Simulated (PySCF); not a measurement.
CH9NSi2, H9NSi3 (calculated)

Calculation on a computer-drawn molecule: the log of a Hartree-Fock and frozen-core CCSD(T) single point meant for a local Hartree-Fock minimum, with one planted fault or none, to be diagnosed. Offsets are logged minus clean, where the clean run is the same molecule without the fault. The reference is restricted for singlets and unrestricted otherwise, and also for a bond in bohr or an excited solution. Adding or removing an electron swaps singlet and doublet. The excited solution moves the top pair (singlet) or top alpha electron (doublet) to the lowest empty orbital. Highest occupied and lowest empty are orbital energies over both spins, largest force is the largest gradient component, triples share is (T) over the correlation energy, the T1 limit is 0.02 restricted and 0.045 unrestricted, electrons count all cores, a negative frequency is imaginary (commonest isotopes), and the dipole is about the centre of nuclear charge. Program: PySCF 2.14.0.

Common to all runs: meant charge 0; meant multiplicity 1; meant basis cc-pV(D+d)Z; logged SCF converged yes; logged CC converged yes; logged SCF stable within its kind yes; possible faults no fault, one electron removed, one electron added, multiplicity raised by two, geometry at a saddle point, SCF held on an excited solution, minimal basis STO-3G, one bond length entered in bohr, all coordinates scaled.

(1) CH9NSi2

Logged structure:
```xyz
13
CH9NSi2
Si    -1.6274     0.3565    -0.0789
C     -2.2414     0.0449     1.6346
N     -1.6516     0.8443     2.6525
Si    -0.0186     0.9328     3.0386
H     -0.2368     0.0017    -0.2197
H     -1.7963     1.7414    -0.4373
H     -2.4021    -0.4698    -0.9736
H     -3.2842     0.2594     1.5956
H     -2.1702    -1.0034     1.8377
H     -2.2402     0.9328     3.4263
H      0.0718     1.7262     4.2368
H      0.7212     1.5613     1.9752
H      0.6019    -0.3514     3.2838
```

```
logged electrons                     : 50
logged basis functions               : 119
logged spin squared                  : 0
logged highest occupied              : -10.09 eV
logged lowest empty                  : 3.9227 eV
logged largest force                 : 0.022739 hartree/bohr
logged T1 diagnostic                 : 0.010221
logged D1 diagnostic                 : 0.026455
logged triples share                 : 0.024744
logged dipole magnitude              : 1.5759 debye
logged energy HF                     : -675.42423 hartree
logged energy CCSD(T)                : -676.02714 hartree
planted fault                        : all coordinates scaled, by -2.7 %
HF energy offset from clean run      : 5.855 kcal/mol
CCSD(T) energy offset from clean run : 8.489 kcal/mol
```

Drawn bonds:
```
atom  other atom  order
   1           2      1
   2           3      1
   3           4      1
   1           5      1
   1           6      1
   1           7      1
   2           8      1
   2           9      1
   3          10      1
   4          11      1
   4          12      1
   4          13      1
```

(2) H9NSi3

Logged structure:
```xyz
13
H9NSi3
Si    -0.8175    -2.5671     1.7128
N      0.0370    -1.3859     2.6461
Si     0.4767     0.2730     2.3603
Si     0.2391     0.9300     0.0994
H     -0.9045    -2.0750     0.3214
H     -0.1026    -3.8643     1.7374
H     -2.1913    -2.8093     2.2153
H      0.2649    -1.6962     3.5778
H     -1.0527     2.0254     3.9364
H      1.8909     0.4807     2.7640
H     -1.1758     0.8873    -0.3415
H      1.0491     0.0786    -0.8044
H      0.7226     2.3298    -0.0073
```

```
logged electrons        : 58
logged basis functions  : 128
logged spin squared     : 0.8014
logged highest occupied : -8.2528 eV
logged lowest empty     : 1.7834 eV
logged largest force    : 0.0073849 hartree/bohr
logged T1 diagnostic    : 0.041919
logged D1 diagnostic    : 0.22097
logged triples share    : 0.031219
logged dipole magnitude : 1.1493 debye
logged energy HF        : -926.42906 hartree
logged energy CCSD(T)   : -926.98861 hartree
planted fault           : ?
```

Drawn bonds:
```
atom  other atom  order
   1           2      1
   2           3      1
   3           4      1
   1           5      1
   1           6      1
   1           7      1
   2           8      1
   3           9      1
   3          10      1
   4          11      1
   4          12      1
   4          13      1
```

(3) H9NSi3

Logged structure:
```xyz
13
H9NSi3
Si    -0.8175    -2.5671     1.7128
N      0.0370    -1.3859     2.6461
Si     0.4767     0.2730     2.3603
Si     0.2391     0.9300     0.0994
H     -0.9045    -2.0750     0.3214
H     -0.1026    -3.8643     1.7374
H     -2.1913    -2.8093     2.2153
H      0.2649    -1.6962     3.5778
H     -0.3326     1.2003     3.1943
H      1.8909     0.4807     2.7640
H     -1.1758     0.8873    -0.3415
H      1.0491     0.0786    -0.8044
H      0.7226     2.3298    -0.0073
```

```
logged electrons        : 57
logged basis functions  : 128
logged spin squared     : 0.7644
logged highest occupied : -15.571 eV
logged lowest empty     : -6.4669 eV
logged largest force    : 0.082736 hartree/bohr
logged T1 diagnostic    : 0.031115
logged D1 diagnostic    : 0.20294
logged triples share    : 0.026003
logged dipole magnitude : 4.7971 debye
logged energy HF        : -926.22564 hartree
logged energy CCSD(T)   : -926.76109 hartree
planted fault           : ?
```

Drawn bonds:
```
atom  other atom  order
   1           2      1
   2           3      1
   3           4      1
   1           5      1
   1           6      1
   1           7      1
   2           8      1
   3           9      1
   3          10      1
   4          11      1
   4          12      1
   4          13      1
```

To be estimated
1. Which fault was planted in the run of H9NSi3 (entry 2)?
2. Which fault was planted in the run of H9NSi3 (entry 3)?

## Answers
1. one bond length entered in bohr, row 8 of the drawn bonds
2. one electron removed

Further results for H9NSi3 (entry 2):

```
HF energy offset from clean run      : 68.77 kcal/mol
CCSD(T) energy offset from clean run : 73.46 kcal/mol
```

Further results for H9NSi3 (entry 3):

```
HF energy offset from clean run      : 196.4 kcal/mol
CCSD(T) energy offset from clean run : 216.2 kcal/mol
```
